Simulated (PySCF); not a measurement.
**Property card for methylcyclohexane, `CC1CCCCC1`**

Methylcyclohexane, C7H14.
Bonds: C1–C2, C2–C3, C3–C4, C4–C5, C5–C6, C6–C7, C2–C7. Hydrogens: H8, H9, H10 on C1; H11 on C2; H12, H13 on C3; H14, H15 on C4; H16, H17 on C5; H18, H19 on C6; H20, H21 on C7.

**PBE0-D3(BJ)/def2-SVP geometry optimisation, gas phase (PySCF)**

| Property | Result |
| --- | --- |
| Point group | Cs |
| Rotational constants A, B, C | 4.226, 2.194, 1.595 GHz |

**B3LYP/def2-SVPD ground state, ΔSCF and vertical TDDFT (core frozen in the response) (PySCF)**

| Item | Value |
| --- | --- |
| Dipole moment | 0.13 D |
| HOMO energy | -8.07 eV |
| LUMO energy | 0.53 eV |
| HOMO–LUMO gap | 8.60 eV |
| Lowest singlet excitation | 7.75 eV (160 nm, f = 0.002) |
| Strongest line among the 10 lowest singlet transitions | S4 at 8.22 eV (151 nm, f = 0.037) |
| Lowest triplet excitation (Tamm–Dancoff) | 7.59 eV |
| Static isotropic polarisability | 83.4 au |
| Vertical ionisation energy | 10.07 eV |
| Electronic spatial extent ⟨r²⟩ about the centre of nuclear charge | 858 bohr² |

From KT2/pcSseg-1 ground state and GIAO shieldings, non-relativistic (PySCF):

| Quantity | Value |
| --- | --- |
| 13C chemical shifts (computed TMS as zero) by class | 39.1 (C3/C7), 37.2 (C2), 30.9 (C4/C6), 30.3 (C5), 25.1 (C1) ppm |
| 1H chemical shifts (computed TMS as zero) by class | 1.75 (H15/H19), 1.64 (H17), 1.63 (H13/H21), 1.31 (H14/H18), 1.14 (H11), 1.13 (H16), 0.90 (H8/H9/H10), 0.79 (H12/H20) ppm |

**B3LYP/pcJ-1 indirect spin-spin coupling, non-relativistic, gas phase; spin–dipole term left out (PySCF)**

| Quantity | Value |
| --- | --- |
| Largest of the computed one-bond spin–spin couplings (means over like bonds) | 13C–1H +133.8 (C5–H17), 13C–1H +133.6 (C4–H15 and 1 like it), 13C–1H +133.1 (C3–H13 and 1 like it), 13C–1H +131.2 (C1–H8 and 2 like it), 13C–1H +128.6 (C4–H14 and 1 like it), 13C–1H +128.5 (C5–H16), 13C–1H +127.7 (C3–H12 and 1 like it), 13C–1H +127.7 (C2–H11) Hz |

From delta-SCF UKS SCAN, pcX-2 on the ionised atom, pcseg-1 elsewhere, spin-free X2C (PySCF):

| Quantity | Value |
| --- | --- |
| Core binding energies | C1s 290.2 (C3/C7), C1s 290.3 (C2), C1s 290.3 (C4/C6), C1s 290.3 (C5), C1s 290.3 (C1) eV |

Monoisotopic mass from the formula: 98.1096 u.

The rotational constants make it an asymmetric top with κ = (2B − A − C)/(A − C) = -0.54, nearer the prolate limit (−1). With B = h/(8π²I), that is 505.379 GHz u Å² over I, the principal moments of inertia are 119.6, 230.3 and 316.9 u Å² (most abundant isotopes); the inertial defect Ic − Ia − Ib is -33.0 u Å² (zero for a rigid planar frame, negative otherwise). In wavenumbers S1 is 62500 cm⁻¹ (1 eV = 8065.54 cm⁻¹). The principal polarisabilities are 74.2, 83.8 and 92.1 au; their mean is the isotropic value. A dipole of 0.13 D is allowed in Cs, and pure rotational transitions are dipole-allowed. The vertical singlet–triplet gap S1 − T1 is 0.16 eV (TDDFT singlet less Tamm–Dancoff triplet; S1: HOMO→LUMO, weight 0.99; T1: HOMO→LUMO, weight 0.97). S1 lies 0.85 eV below the HOMO–LUMO gap; its leading configuration is HOMO→LUMO, weight 0.99.

 NMR classes are plain means over equivalent atoms (diastereotopic ones count apart unless rotation or inversion swaps them), as if these changed places fast; in this geometry the members of some classes differ.

One conformer stands for the species.
